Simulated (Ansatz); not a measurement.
Reaction (hydrogenolysis of the Al–Si bond): `[SiH3][O][AlH][SiH3]` + H₂ → `[AlH2][O][SiH3]` + SiH₄

Program: Ansatz. Geometries: PBE0-D4/def2-TZVP. ΔE: electronic, gas phase. CBS: MP2 limit from def2 TZ/QZ plus the TZ coupled-cluster correction, frozen cores. This one scheme is used for every species. Functionals use def2-TZVPP. Each species was taken in one conformer, which may not be the lowest.

```
        level  ΔE (kJ/mol)
       B2PLYP        -22.0
HF/def2-TZVPP        -44.9
```

What does CCSD(T)/CBS give? (Estimate.)

Ansatz gave: -13.8 kJ/mol. The listed levels differ from it by -8.2, -31.1 kJ/mol.

Largest T1 diagnostic among the species: 0.013.

In def2-TZVPP, CCSD(T) changes the Hartree–Fock value by +28.6 kJ/mol (the triples alone add +4.9 kJ/mol) and MP2 by +26.1 kJ/mol. From PBE to PBE0 (25 % exact exchange), in def2-TZVPP and without D4, ΔE moves by −6.3 kJ/mol.
